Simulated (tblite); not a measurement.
Q: Give a GFN2-xTB geometry of `C#CC[Si@](C)(C#N)C(F)F`.

A: 
```
atom  x, y, z in Å
C1     3.1714   -0.9262    0.5669
C2     2.2899   -0.1174    0.5660
C3     1.2045    0.8358    0.5605
Si4   -0.3841    0.0729   -0.1811
C5    -0.9789   -1.5292    0.6313
C6    -0.1546   -0.1633   -2.0262
N7    -0.0023   -0.3192   -3.1502
C8    -1.7883    1.4195   -0.0618
F9    -2.9966    0.8696   -0.3598
F10   -1.8877    1.8766    1.2204
H11    3.9643   -1.6122    0.5728
H12    1.0160    1.1595    1.5881
H13    1.5153    1.7175   -0.0069
H14   -1.8757   -1.9066    0.1449
H15   -1.2148   -1.3687    1.6812
H16   -0.2138   -2.2989    0.5752
H17   -1.6716    2.3021   -0.7060
```

Orientation and origin are arbitrary. Atoms count from 1 in this order. The 4 C–Si bonds span 1.874 Å (Si4–C6, drawn single) to 1.949 Å (Si4–C8, drawn single), a spread of 0.075 Å. The C–C distances run from 1.196 Å (C1≡C2, drawn triple) to 1.445 Å (C2–C3, drawn single), a spread of 0.249 Å. Si4 (four-coordinate silicon) is distorted tetrahedral (angles from 103.6° to 115.6°).

Bonds between heavy atoms (Å): C1≡C2 1.196, C2–C3 1.445, C3–Si4 1.912, Si4–C5 1.892, Si4–C6 1.874, C6≡N7 1.145, Si4–C8 1.949, C8–F9 1.361, C8–F10 1.365.

Computed geometry: GFN2-xTB, gas phase.

Point group: C1 (no symmetry element, even within 0.4 Å). Its GFN2-xTB frequencies are all real (lowest 27 cm⁻¹). One conformer, not necessarily the lowest (C2–C3–Si4–C5 55°, C3–Si4–C8–F9 -170°). 3 starts were optimised and ended at 0.00, 0.29 and 0.56 kcal/mol (GFN2-xTB); the lowest of these is shown.
